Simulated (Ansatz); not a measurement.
Input for Ansatz (an electronic-structure program): R-B3LYP-D3(BJ)/def2-TZVP on BiH3 (SMILES [BiH3]). Elements past Kr take the def2 small-core potentials; no spin–orbit coupling.

Ansatz 0.2 input:
```yaml
crystal:
  periodic: [false, false, false]
  atoms:
    - {symbol: Bi, position_ang: [0.00000000, -0.00000000, 0.00000000]}
    - {symbol: H, position_ang: [1.75000000, -0.00000000, 0.00000000]}
    - {symbol: H, position_ang: [-0.87500000, 1.51550000, 0.00000000]}
    - {symbol: H, position_ang: [-0.87500000, -1.51550000, 0.00000000]}
basis:
  gaussian:
    orbitals: def2-TZVP
hamiltonian:
  xc: b3lyp
  dispersion: d3bj
relax: {f_tol: 0.001, max_steps: 120}
accuracy: high
scf: {lower_state_search: off}
```

It printed:

```
WARN ansatz: RAYON_NUM_THREADS=1 ignored (pool sized by the plan → 1); use --threads N
Functional definition: B3LYP
these checks for a lower state are left out or cut short: stability, starts, cluster_reference, orbital_swaps, neighbouring_geometries, increment
integrals: 0.05 GiB planned
1331 factors; integrals over basis functions are off by at most 1.7e-9 eV
mean field: 0.24 GiB planned
mean field evaluation 1: about -5888.0443 eV, gradient 5.0e0 eV
mean field evaluation 2: about -5888.1253 eV, gradient 2.8e0 eV
mean field evaluation 4: about -5888.1494 eV, gradient 3.7e-2 eV
mean field evaluation 8: about -5888.1477 eV, gradient 1.2e-3 eV
mean field evaluation 16: about -5888.1477 eV, gradient 1.1e-7 eV
mean field -5888.14766810 eV, -216.3854356729 hartree, gradient 1.9e-8 eV, S^2 0.000000; 0 other end points of the search recorded, 0 dependent functions left out
the calculation of the forces begins
reference -5888.14770147 eV, -216.3854368992 hartree; 13, 13 occupied and 55, 55 virtual orbitals, 1331 factors
relax step   1: F+E_penalty+E_count = -5888.23007214 eV  Δ(F+E_penalty+E_count) = +0.000e0 eV  max|allowed force component| = 5.478e-1 eV/Å  Δτ_max = 0.0000 Å  (17 SCF iters, accepted)
these checks for a lower state are left out or cut short: stability, starts, cluster_reference, orbital_swaps, neighbouring_geometries, increment
integrals: 0.05 GiB planned
1331 factors; integrals over basis functions are off by at most 1.7e-9 eV
mean field: 0.24 GiB planned
mean field -5888.15678245 eV, -216.3857706191 hartree, gradient 3.2e-8 eV, S^2 0.000000; 0 other end points of the search recorded, 0 dependent functions left out
the calculation of the forces begins
reference -5888.15681522 eV, -216.3857718235 hartree; 13, 13 occupied and 55, 55 virtual orbitals, 1331 factors
relax step   2: F+E_penalty+E_count = -5888.24006467 eV  Δ(F+E_penalty+E_count) = -9.993e-3 eV  max|allowed force component| = 5.202e-1 eV/Å  Δτ_max = 0.0742 Å  (25 SCF iters, accepted)
these checks for a lower state are left out or cut short: stability, starts, cluster_reference, orbital_swaps, neighbouring_geometries, increment
integrals: 0.05 GiB planned
1331 factors; integrals over basis functions are off by at most 1.6e-9 eV
mean field: 0.24 GiB planned
mean field evaluation 32: about -5888.1843 eV, gradient 6.9e-3 eV
mean field -5888.18203680 eV, -216.3866986991 hartree, gradient 2.4e-8 eV, S^2 0.000000; 0 other end points of the search recorded, 0 dependent functions left out
the calculation of the forces begins
reference -5888.18206983 eV, -216.3866999132 hartree; 13, 13 occupied and 55, 55 virtual orbitals, 1331 factors
relax step   3: F+E_penalty+E_count = -5888.26495179 eV  Δ(F+E_penalty+E_count) = -2.489e-2 eV  max|allowed force component| = 3.093e-2 eV/Å  Δτ_max = 0.0308 Å  (26 SCF iters, accepted)
these checks for a lower state are left out or cut short: stability, starts, cluster_reference, orbital_swaps, neighbouring_geometries, increment
integrals: 0.05 GiB planned
1331 factors; integrals over basis functions are off by at most 1.6e-9 eV
mean field: 0.24 GiB planned
mean field -5888.18216030 eV, -216.3867032378 hartree, gradient 6.0e-8 eV, S^2 0.000000; 0 other end points of the search recorded, 0 dependent functions left out
the calculation of the forces begins
reference -5888.18219336 eV, -216.3867044526 hartree; 13, 13 occupied and 55, 55 virtual orbitals, 1331 factors
relax step   4: F+E_penalty+E_count = -5888.26504867 eV  Δ(F+E_penalty+E_count) = -9.688e-5 eV  max|allowed force component| = 1.925e-3 eV/Å  Δτ_max = 0.0022 Å  (14 SCF iters, accepted)
these checks for a lower state are left out or cut short: stability, starts, cluster_reference, orbital_swaps, neighbouring_geometries, increment
integrals: 0.05 GiB planned
1331 factors; integrals over basis functions are off by at most 1.6e-9 eV
mean field: 0.24 GiB planned
mean field -5888.18215910 eV, -216.3867031938 hartree, gradient 1.5e-8 eV, S^2 0.000000; 0 other end points of the search recorded, 0 dependent functions left out
the calculation of the forces begins
reference -5888.18219215 eV, -216.3867044084 hartree; 13, 13 occupied and 55, 55 virtual orbitals, 1331 factors
relax step   5: F+E_penalty+E_count = -5888.26504907 eV  Δ(F+E_penalty+E_count) = -3.941e-7 eV  max|allowed force component| = 3.772e-5 eV/Å  Δτ_max = 0.0001 Å  (15 SCF iters, accepted)
Total energy: -5888.26508212 eV, -216.3897505585 hartree
Atom 0 at     0.000005     0.000000     0.000000 Å, force     0.000021    -0.000000     0.000000 eV/Å
Atom 1 at     1.708744    -0.000000    -0.000000 Å, force    -0.000038     0.000000    -0.000000 eV/Å
Atom 2 at    -0.854375     1.479802    -0.000000 Å, force     0.000008     0.000027    -0.000000 eV/Å
Atom 3 at    -0.854375    -1.479802    -0.000000 Å, force     0.000008    -0.000027    -0.000000 eV/Å
Dipole moment:     0.000004    -0.000000    -0.000000 e Å
Checks for a lower state left out: stability, starts, cluster_reference, orbital_swaps, neighbouring_geometries, increment
```

The calculation finished and met its thresholds.

Cost: very roughly 20 core-seconds.
